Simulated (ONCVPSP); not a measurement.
**Ga: excitation energies, all-electron against ONCV**

```
Element                 : Ga
Generator               : ONCVPSP 4.0.1
Type                    : optimised norm-conserving Vanderbilt (ONCV)
Functional              : PBE
Relativity              : scalar-relativistic
Frozen core             : [Ar] 3d10
Valence charge          : 3
Reference configuration : 4s2 4p1
Partial waves           : 4s: rc 2.00 bohr, ncon 3, nbas 8, qcut 4 1/bohr, 3 projectors, debl 0.5 Ha; 4p: rc 2.85 bohr, ncon 4, nbas 8, qcut 3.3 1/bohr, 3 projectors, debl 2.5 Ha; d scattering state at 0.03 Ha: rc 2.00 bohr, ncon 3, nbas 8, qcut 5.2 1/bohr, local
Local potential         : the d channel
Core correction         : Teter function fitted to the true core (icmod 2), fcfact 0.6
```

Energies are relative to the spin-unpolarised reference configuration 4s2 4p1; without spin polarisation the order of configurations can differ from experiment.

```tsv
valence configuration	charge	ΔE all-electron (eV)	error AE − PS (meV)
4s2 4p0	+1	5.688	-1.8
4s1 4p0	+2	26.817	-142
4s1 4p1	+1	13.061	-33
```

(1) What are ΔE and the potential's error for 4s2 4p0.5?

Note: no bound ghost flagged; GHOST(+) flagged for s at 89.1 eV, p at 195.8 eV.

## Answers

(1) ΔE = 2.030 eV all-electron; the error (AE − PS) is +0.5 meV.
